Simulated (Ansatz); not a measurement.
**What each rung costs, and what it gives**

Saddle point of SiN2H5Br, closed shell (SiN₂H₅Br ([NH2][Si]([NH3])[Br]) → SiN₂H₅ ([NH2][Si][NH3]) + Br; bonds broken: Si1–Br2), PBE0-D4/def2-TZVP structure:

Si1  (1.066, 0.852, -0.444)
Br2  (-0.776, -2.171, -1.086)
H3  (0.118, -1.235, 0.259)
N4  (0.682, -0.446, 0.865)
N5  (-0.548, 1.307, -0.655)
H6  (0.066, -0.129, 1.609)
H7  (1.503, -0.876, 1.278)
H8  (-0.781, 2.017, -1.333)
H9  (-1.329, 0.680, -0.493)
(Å)

Barriers are electronic and count from the start structure reached by relaxing down the imaginary mode.

Program: Ansatz 0.2.0. Basis: as named in each row. Cores are frozen in the correlated methods. Filled d shells of the heavier atoms are correlated. The def2 sets are not built for correlating such inner shells, so the correlated values are less sure here. B3LYP uses VWN-RPA correlation. Extrapolation: Hartree–Fock as exp(−7.88 √X), correlation as X^−2.97.

Times are rough, for one single point on 4 threads of a shared host (Arm Neoverse V1).

The estimate by CCSD(T) at an estimated basis limit (MP2 extrapolated from triple and quadruple zeta, plus CCSD(T) − MP2 in triple zeta) is 0.996 eV.

```tsv
method	basis	time (s)	barrier (eV)	method less estimate
HF	STO-3G	under 1	1.693	0.697
PBE-D4	STO-3G	under 1	0.963	-0.033
SPW92	def2-SVP	under 1	0.807	-0.189
B3LYP-D4	6-31G	1	0.526	-0.470
PBE-D4	def2-SVP	1	0.869	-0.127
PBE0-D4	def2-SVP	2	0.974	-0.022
SPW92	def2-TZVPP	2	0.814	-0.182
PBE-D4	def2-TZVPP	2	0.880	-0.116
BLYP-D4	def2-TZVPP	2	0.779	-0.217
B3LYP-D4	def2-TZVPP	3	0.858	-0.138
BHLYP-D4	def2-TZVPP	3	0.950	-0.046
PBE0-D4	def2-TZVPP	3	0.968	-0.028
CAM-B3LYP-D4	def2-TZVPP	4	0.876	-0.120
r2SCAN-D4	def2-TZVPP	5	0.909	-0.087
wB97M-V	def2-SVP	6	0.979	-0.017
r2SCAN0-D4	def2-TZVPP	6	0.975	-0.022
PBE-QIDH	def2-TZVPP	6	1.019	0.023
CCSD(T)	def2-SVP	7	0.954	-0.042
B2PLYP	def2-TZVPP	7	0.901	-0.095
wB97X-V	def2-TZVPP	8	0.993	-0.003
RPA on PBE	def2-TZVPP	8	0.957	-0.039
wB97M-V	def2-TZVPP	10	0.973	-0.023
B97M-V	def2-TZVPP	11	0.959	-0.037
MP2	def2-QZVPP	24	1.004	0.008
CCSD(T)	def2-TZVPP	150	0.963	-0.033
```

All methods are single points on the PBE0-D4 structures.

The T1 diagnostic stays at or below 0.013.

Labels in which every atom is bracketed show which atoms are joined, not bond orders.
